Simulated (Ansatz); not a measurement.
`BCO[SiH2][AlH2]` + `N[SiH]([SiH3])S` → `BN[SiH]([SiH3])S` + `CO[SiH2][AlH2]`  (ligand exchange at a B–C bond)

Program: Ansatz. Geometries: PBE0-D4/def2-TZVP. ΔE: electronic, gas phase. CCSD(T)/CBS adds triple-zeta CCSD(T) − MP2 to the extrapolated MP2 energy (def2 sets, frozen cores). Functionals use def2-TZVPP. B3LYP here is the variant with VWN-RPA as its local correlation; programs differ in this. Each species was taken in one conformer, which may not be the lowest.

Is it downhill or uphill in electronic energy at CCSD(T)/CBS, and by how much? (Best estimate.)

Computed: Downhill: ΔE = -150.9 kJ/mol.

What do these levels give: PBE-D4, r2SCAN-D4, PBE0-D4, B2PLYP, r2SCAN, PBE0, B3LYP, SCS-MP2/def2-TZVPP, CCSD/def2-TZVPP, MP2/def2-QZVPP, HF/CBS(def2), MP2/CBS(def2)? (Best estimate.)

The calculation gave: PBE-D4 -146.6, r2SCAN-D4 -147.4, PBE0-D4 -147.5, B2PLYP -152.9, r2SCAN -147.2, PBE0 -146.9, B3LYP -149.3, SCS-MP2/def2-TZVPP -156.4, CCSD/def2-TZVPP -153.0, MP2/def2-QZVPP -154.9, HF/CBS(def2) -148.1, MP2/CBS(def2) -153.4 kJ/mol.

Largest T1 diagnostic among the species: 0.013.

In def2-TZVPP, CCSD(T) changes the Hartree–Fock value by −6.1 kJ/mol (the triples alone add −1.8 kJ/mol) and MP2 by −8.6 kJ/mol.
